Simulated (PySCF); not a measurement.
A calculated (TPSS, PySCF 2.14, x2c-SVPall, scalar relativity by spin-free X2C-1e) atom or ion has these occupied shells.

```json
{"shell": "1s α", "electrons": "1", "orbital energy (eV)": "-2115.1", "rms radius, mean of both spins (bohr)": "0.120"}
{"shell": "1s β", "electrons": "1", "orbital energy (eV)": "-2114.9", "rms radius, mean of both spins (bohr)": "0.120"}
{"shell": "2s α", "electrons": "1", "orbital energy (eV)": "-199.22", "rms radius, mean of both spins (bohr)": "0.565"}
{"shell": "2s β", "electrons": "1", "orbital energy (eV)": "-199.08", "rms radius, mean of both spins (bohr)": "0.565"}
{"shell": "2p α", "electrons": "3", "orbital energy (eV)": "-148.90", "rms radius, mean of both spins (bohr)": "0.542"}
{"shell": "2p β", "electrons": "3", "orbital energy (eV)": "-148.71", "rms radius, mean of both spins (bohr)": "0.542"}
{"shell": "3s α", "electrons": "1", "orbital energy (eV)": "-34.554", "rms radius, mean of both spins (bohr)": "1.88"}
{"shell": "3s β", "electrons": "1", "orbital energy (eV)": "-33.181", "rms radius, mean of both spins (bohr)": "1.88"}
{"shell": "3p α", "electrons": "1", "orbital energy (eV)": "-25.205", "rms radius, mean of both spins (bohr)": "2.15"}
```

(1) Name the element and its charge.

Answers

(1) P²⁺ (phosphorus, charge +2), in [Ne] 3s2 3p1, 2P determinant.
